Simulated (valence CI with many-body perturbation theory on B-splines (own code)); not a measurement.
# Which ion has this spectrum?

A relativistic CI+MBPT calculation for an atom or ion with 13 electrons gives these levels (cm⁻¹):

```
  J  Parity        E     g
1/2     odd        0  0.66
3/2     odd   610170  1.33
1/2    even   793645  2.32
3/2    even  1268564  1.67
5/2    even  1355851  1.38
3/2    even  1477555  0.93
1/2    even  1543710  1.18
3/2    even  1830887  0.85
5/2    even  1852504  1.33
5/2    even  2044331  1.27
1/2    even  2157790  1.82
3/2    even  2197270  1.20
3/2     odd  2289713  1.24
3/2     odd  2401622  0.53
```

The energies are calculated, and their last digits are not significant.

**Question.** Which is it?
A. Xe41+
B. Te39+
C. Ba43+
D. I40+

**Answer.** D. I40+, ground level (3s^2 3p1/2) J=1/2.
